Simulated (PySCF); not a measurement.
Species: C6H4NS (charge +1).
Atom-mapped SMILES: `[N:1]#[C:2][c:3]1[cH:4][cH:5][cH:6][cH:7][s+:8]1` (hydrogens: H9 on C4; H10 on C5; H11 on C6; H12 on C7)

Jobs on this species (12 atoms, 62 electrons) with PySCF (density fitting). Hardware of each: Intel Xeon Platinum 8488C, one thread (shared host). The host was shared with other jobs, so the times are rough. Peak memory is the resident size of the whole Python process, interpreter and libraries included.

| level and settings | work | basis functions | SCF cycles | wall time | peak memory |
| --- | --- | --- | --- | --- | --- |
| mPW1PW91/pcSseg-1 | shieldings, ring-centre shieldings, charges and field gradients | 163 | ? | ? | ? |
| OLYP/STO-3G, level shift 0.2 Eh | 25 singlets by full TDDFT, polarisability | 48 | ? | ? | ? |
| PBE0/def2-SVPD | 6 singlets by full TDDFT, 2 Tamm–Dancoff triplets, polarisability | 199 | ? | ? | ? |
| BLYP/6-31++G** | 12 singlets by TDA, 5 Tamm–Dancoff triplets, polarisability | 172 | 16 | 29 s | 0.63 GiB |
| PBE0/pcSseg-1 | shieldings, ring-centre shieldings, charges and field gradients | 163 | 15 | 27 s | 0.75 GiB |

Question: Fill in the missing figures.

Answer: 
- mPW1PW91/pcSseg-1; shieldings, ring-centre shieldings, charges and field gradients: 23 s, 0.86 GiB, 15 SCF cycles
- OLYP/STO-3G, level shift 0.2 Eh; 25 singlets by full TDDFT, polarisability: 8.0 s, 0.58 GiB, 15 SCF cycles
- PBE0/def2-SVPD; 6 singlets by full TDDFT, 2 Tamm–Dancoff triplets, polarisability: 30 s, 0.89 GiB, 15 SCF cycles

Question: What do all jobs in the table cost together?

Answer: About 1.9 min; the longest takes about 26 % of that, and about 3.8 times as long as the shortest.
